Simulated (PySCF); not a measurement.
## Spin-rotation constants: SMILES C(=C)(C)C(C)=C=O, C₆H₈O

Cartesian coordinates in Å; atom numbers follow the order of the lines, from 1:
```xyz
15

C    -0.503   -1.659    0.210
C    -0.567   -0.356   -0.051
C    -1.852    0.315   -0.442
C     0.605    0.517    0.024
C     1.958   -0.037    0.411
C     0.516    1.790   -0.240
O     0.465    2.932   -0.470
H    -1.382   -2.277    0.147
H     0.407   -2.157    0.490
H    -2.104    1.099    0.272
H    -1.757    0.777   -1.424
H    -2.667   -0.403   -0.472
H     2.707    0.751    0.418
H     2.262   -0.804   -0.300
H     1.906   -0.480    1.404
```

The calculation used GIAO HF/pcSseg-0 magnetisability, rotational g tensor and spin-rotation constants, non-relativistic, gas phase in PySCF. Geometry: GFN2-xTB.

Question: Give the nuclear spin-rotation constants along the inertial axes (H = +C I·J) beside the isotropic shieldings.

Answer: Rotational constants 3.8009, 2.2666, 1.4454 GHz. A star marks the isotopologue with that one atom substituted, in its own axes.
```
atom  isotope  Caa (kHz)  Cbb (kHz)  Ccc (kHz)  mean (kHz)  σ (ppm)
  H8       1H      0.048     -0.115     -0.195      -0.087     28.8
  H9       1H     -0.426      0.168     -0.194      -0.150     28.7
 H10       1H     -0.343     -0.246     -0.048      -0.212     31.9
 H11       1H     -0.342     -0.245     -0.049      -0.212     31.9
 H12       1H     -0.040     -0.192     -0.188      -0.140     31.6
 H13       1H     -0.052     -0.211     -0.188      -0.150     32.0
 H14       1H     -0.325     -0.240     -0.054      -0.206     31.7
 H15       1H     -0.323     -0.240     -0.055      -0.206     31.7
  C1     13C*      1.123      0.954      0.164       0.747     77.8
  C2     13C*      1.381      1.151      0.113       0.882     52.6
  C3     13C*      0.509      0.229      0.209       0.316    176.6
  C4     13C*      0.511      0.479      0.147       0.379    162.5
  C5     13C*      0.397      0.257      0.145       0.266    190.1
  C6     13C*      1.167      0.964      0.820       0.984    -26.3
  O7     17O*     -1.759     -0.519     -0.807      -1.028   -117.4
```
For the geometry as given, no vibrational averaging.
